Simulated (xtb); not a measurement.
xtb input:

```bash
xtb mol.xyz --gfn 2 --ohess tight --chrg -1 --uhf 0
```
mol.xyz:
```
7

C      1.25669258    -0.13204364    -0.00631310
N      0.13401549     0.71639006     0.19501187
C     -1.03134228     0.35108274    -0.12332514
H      1.71076794    -0.27361766     0.95491626
H      1.02407028    -1.09019946    -0.45060084
H     -1.26427618    -0.61916599    -0.57485216
H     -1.82979261     0.99912523     0.01616417
```

Question: Predict the final energy.

Answer: -9.33607 Eh (GFN2-xTB).

It need not be the lowest isomer of its formula. Whether it binds its extra electron was not tested at this geometry.
